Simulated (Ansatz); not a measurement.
`[F][GaH][SH]` + H₂Se → `[F][GaH][SeH]` + H₂S  (ligand exchange at a Ga–S bond)

Isolated molecules relaxed with PBE0-D4/def2-TZVP in Ansatz; ΔE leaves out vibrations. CCSD(T)/CBS adds triple-zeta CCSD(T) − MP2 to the extrapolated MP2 energy (def2 sets, frozen cores). This one scheme is used for every species. DFT in def2-TZVPP. B3LYP here is the variant with VWN-RPA as its local correlation; programs differ in this. For Ga, Se outer-core shells are correlated without core-valence functions, which leaves a few kJ/mol of doubt a bond. Scalar relativity is left out up to krypton. One conformer a species, not always the lowest.

```
       level  ΔE (eV)
      B97M-V    -0.07
CAM-B3LYP-D4    -0.12
      revPBE    -0.12
        BLYP    -0.12
        PBE0    -0.12
       B3LYP    -0.13
     r2SCANh    -0.12
 HF/def2-SVP    -0.10
```

Problem. What does CCSD(T)/CBS give? (Estimate.)

Solution. Ansatz gave: -0.14 eV. The listed levels differ from it by 0.07, 0.02, 0.02, 0.02, 0.02, 0.01, 0.02, 0.04 eV.

Largest T1 diagnostic among the species: 0.014.

Leaving LDA and LC-ωPBE aside and taking each functional with its dispersion term where it has one, the values, not all of them listed here, spread over 0.07 eV, from BHLYP-D4 to B97M-V. At CCSD(T), def2-SVP lies +0.06 eV from the extrapolated value and def2-TZVPP +0.01 eV.
